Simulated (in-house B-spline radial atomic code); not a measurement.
# Removing one electron from Hg

Closed shell [Xe] 4f14 5d10 6s2. Computed with an all-electron radial atomic-structure program (B-spline basis): Koopmans values of Dirac-Hartree-Fock plus a diagonal self-energy, in second order or with its direct term screened (direct RPA, with the hole-particle interaction, or full time-dependent Hartree-Fock), linearised in energy; no-pair Dirac-Coulomb Hamiltonian, finite nucleus. Shifts add to the Koopmans value (the ΔSCF shift is orbital relaxation alone); the final value takes TDHF screening with Breit and QED.

Command:
```bash
python run_mb.py task.json out
```
Settings (nuclear radius in fm, box in bohr, cutoff in hartree):
```
basis_form          2
Z                   80
core_configuration  [Xe] 4f14 5d10 6s2
rms_radius          5.4648
mass_number         202
speed_of_light      137.036
box_radius          30.116
lmax                7
intervals           65
virtual_cutoff      25600.0
```

Time taken, with all properties: 3.9 min on 1 thread of Arm Neoverse N1, with other jobs on the host.

Energies in eV:

```tsv
subshell	Koopmans	ΔSCF shift	second order	direct RPA	hole-particle	TDHF	Breit + QED	final
6s1/2	8.926	-0.380	?	?	?	?	?	?
```

Question: What does the self-energy do to 6s1/2?

Answer: It shifts the removal energy by 1.703 eV in second order, 0.740 with direct RPA, 0.711 with the hole-particle term and 0.888 with TDHF screening (quasi-particle weight 0.931); Breit and QED add -0.033 eV. The final value is 9.782 eV, against 10.438 eV (NIST, measured).
